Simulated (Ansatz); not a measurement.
FH6NSi2Sn, SMILES `[F][Sn][N]([SiH3])[SiH3]` at its PBE0-D4/def2-TZVP geometry, where that method's forces vanish. Total charge 0; spin multiplicity 1. Sn: def2 effective core potential.

```xyz
11

F     2.2186    2.0044    0.6441
Sn    0.9665    2.0849   -0.8524
N     0.0755    0.3500   -0.2419
Si   -1.2503   -0.2833   -1.1532
Si    0.6343   -0.4940    1.1808
H    -0.9633   -1.6331   -1.7085
H    -2.5003   -0.3680   -0.3514
H    -1.4846    0.6545   -2.2929
H     0.4919    0.3303    2.4059
H     2.0412   -0.9436    1.0416
H    -0.2295   -1.7022    1.3280
```

What forces (eV/Å) does ωB97M-V/def2-TZVPP give on these atoms in Ansatz? (Estimate.)

The calculation gave: 
```
F1  -0.017 -0.031  0.010
Sn2 -0.029 -0.040  0.005
N3   0.032  0.065 -0.025
Si4 -0.150 -0.074 -0.102
Si5  0.086 -0.071  0.163
H6  -0.034  0.153  0.064
H7   0.142  0.007 -0.092
H8   0.027 -0.094  0.118
H9   0.018 -0.094 -0.139
H10 -0.160  0.052  0.017
H11  0.086  0.127 -0.021
```
